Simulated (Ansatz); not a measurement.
The same path of Cl2H7NO2SiTi (14 atoms, charge 0, multiplicity 1) was run 3 times with different band settings. Lost on the way: Ti1–Cl2, O12–H14. Made: Cl2–H14.

Level of theory: RKS PBE/def2-SVP (Ansatz 0.2.0).

Relaxed end points:

```xyz
14
Properties=species:S:1:pos:R:3
Ti -0.085 -0.013 0.210
Cl 0.464 0.717 2.300
Cl 1.724 -0.345 -1.138
N -0.784 1.549 -0.517
H -1.730 1.626 -0.908
H -0.289 2.446 -0.584
O -1.483 -1.086 0.007
Si -2.081 -2.660 0.223
H -2.131 -2.993 1.686
H -3.473 -2.684 -0.343
H -1.224 -3.642 -0.520
O 0.861 -2.018 1.180
H 1.660 -2.013 0.609
H 1.148 -1.576 2.010
```

```xyz
14
Properties=species:S:1:pos:R:3
Ti 0.263 -0.381 -0.458
Cl -0.715 -1.077 3.252
Cl 1.642 -0.884 -2.139
N -0.454 1.325 -0.657
H -1.416 1.543 -0.941
H 0.079 2.186 -0.486
O -1.096 -1.516 -0.383
Si -2.126 -2.716 0.233
H -1.339 -3.680 1.072
H -3.221 -2.070 1.029
H -2.719 -3.440 -0.944
O 1.293 -0.381 1.069
H 2.133 -0.870 1.162
H 0.256 -0.730 2.406
```

Common settings: climbing image yes; spring 5.0 eV/Å²; start path through a guess of the saddle point; force threshold 0.03 eV/Å; iteration limit 60; end points relaxed.

| run | movable images | optimiser | largest step |
| --- | --- | --- | --- |
| 1 | 7 | quadratic models (default) | default |
| 2 | 3 | quadratic models (default) | default |
| 3 | 7 | lbfgs | 0.02 Å |

(1) What does each run give, and how far can it be trusted?

Answers

(1) Run 1: converged after 32 iterations, highest image 0.673 eV above the first end. The profile has 2 maxima (images 3, 6) with wells between them (image 4): this band takes more than one step, which may be the mechanism or a detour left from its start path. A vibrational analysis at the climbing image gives one clearly imaginary mode, 303i cm⁻¹: a first-order saddle point.
Run 2: not converged after 60 iterations, highest image 0.536 eV above the first end. The band didn't meet its force threshold, so its energies are provisional: the largest band force was still 0.61 eV/Å, and over the last iterations the top stayed at 0.54 eV. Neighbouring images lie up to 7.5 Å apart, so the band is torn or far too coarse. So few images can step over the top or miss a turn of the path.
Run 3: not converged after 60 iterations, highest image 0.979 eV above the first end. The band didn't meet its force threshold, so its energies are provisional: the largest band force was still 0.55 eV/Å, and over the last iterations the top moved between 0.98 and 0.99 eV.
The orbitals stay closed-shell, which can raise the energy where a bond breaks towards radicals; this wasn't checked here.
